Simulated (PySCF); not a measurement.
CH₆ClFSi₂, singlet, geometry from GFN2-xTB. Base run: CAMB3LYP/6-31G, polarisability run with PySCF.

PySCF was given this input:
```python
from pyscf import gto, scf, dft
from pyscf.prop import polarizability

mol = gto.Mole()
mol.atom = '''
    Si    1.610153    0.505971    0.269495
    F     3.077583   -0.124157    0.508075
    C     0.526609   -0.878229   -0.442382
    Si   -1.228879   -0.373182   -0.953026
    Cl   -2.208132    0.343192    0.657849
    H     1.185327    0.946711    1.587552
    H     1.829236    1.580237   -0.688368
    H     1.028550   -1.302853   -1.312435
    H     0.466725   -1.685060    0.290577
    H    -1.194736    0.685162   -1.960161
    H    -1.972591   -1.530726   -1.449559
'''
mol.basis = '6-31g'
mol.charge = 0
mol.spin = 0
mol.verbose = 3
mol.build()

mf = dft.RKS(mol)
mf.xc = 'camb3lyp'
mf.kernel()
alpha = mf.Polarizability().polarizability()[2, 2]
print('alpha_zz =', alpha)
```

The base run was repeated with changes; each row names its change, and settings that it needs were set with it.

| change | alpha_zz (bohr³) | basis functions | core-seconds (rough) |
|---|---|---|---|
| base | 57.26 | 69 | 70 |
| basis = 6-31+G* | ? | ? | 100 |
| functional = lda,vwn | ? | 69 | 20 |
| finite field (a.u.) = 2e-4; conv_tol = 1e-11 | 57.26 | 69 | 70 |
| finite field (a.u.) = 0.05; conv_tol = 1e-11 | 57.68 | 69 | 100 |
| finite field (a.u.) = 0.001; conv_tol = 1e-6 | 57.24 | 69 | 60 |
| basis = STO-3G | 30.55 | 43 | 20 |
| functional = pbe | 59.48 | 69 | 20 |
| basis = cc-pVDZ | 62.40 | 112 | 100 |
| functional = pbe0 | 57.93 | 69 | 20 |
| finite field (a.u.) = 0.005; conv_tol = 1e-11 | 57.26 | 69 | 100 |
| basis = def2-SVP | 60.76 | 112 | 90 |

**Question.** What belongs in the gaps?

**Answer.** 
- basis = 6-31+G*, alpha_zz (bohr³): 65.33
- basis = 6-31+G*, basis functions: 114
- functional = lda,vwn, alpha_zz (bohr³): 60.25

Finite-field rows take the second difference of the energy in a field along z; a small field with loose convergence shows SCF noise divided by the square of the field, and a large one adds hyperpolarisability.
